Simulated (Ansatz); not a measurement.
Reaction (formal exchange of groups at a B–N bond): `BN(B)CC` + `F[SiH2]Cl` → `B[SiH](F)Cl` + `BNCC`

Calculated with Ansatz (gas phase, PBE0-D4/def2-TZVP geometries, no zero-point term in ΔE). CBS: MP2 limit from def2 TZ/QZ plus the TZ coupled-cluster correction, frozen cores. This one scheme is used for every species. Functionals use def2-TZVPP. Each species was taken in one conformer, which may not be the lowest.

```csv
level,ΔE (kJ/mol),difference from CCSD(T)/CBS
BLYP-D4,116.9,-7.8
r2SCAN-D4,118.2,-6.5
ωB97X-V,119.9,-4.8
ωB97M-V,125.6,0.9
PBE,107.5,-17.2
BLYP,112.4,-12.3
r2SCAN,117.6,-7.1
r2SCANh,118.9,-5.8
r2SCAN0,120.8,-3.9
CCSD/def2-SVP,128.2,3.5
HF/def2-TZVPP,126.7,2.0
MP2/def2-TZVPP,134.6,9.9
SCS-MP2/def2-TZVPP,132.2,7.5
HF/def2-QZVPP,127.9,3.2
MP2/def2-QZVPP,134.5,9.8
MP2/CBS(def2),133.6,8.9
CCSD(T)/CBS,124.7,0
```

Largest T1 diagnostic among the species: 0.012.

At CCSD(T), def2-SVP lies +5.0 kJ/mol from the extrapolated value and def2-TZVPP +1.0 kJ/mol. Leaving LDA and LC-ωPBE aside and taking each functional with its dispersion term where it has one, the values, not all of them listed here, spread over 16.1 kJ/mol, from PBE-D4 to ωB97M-V. LDA lies +11.1 kJ/mol from PBE without D4.
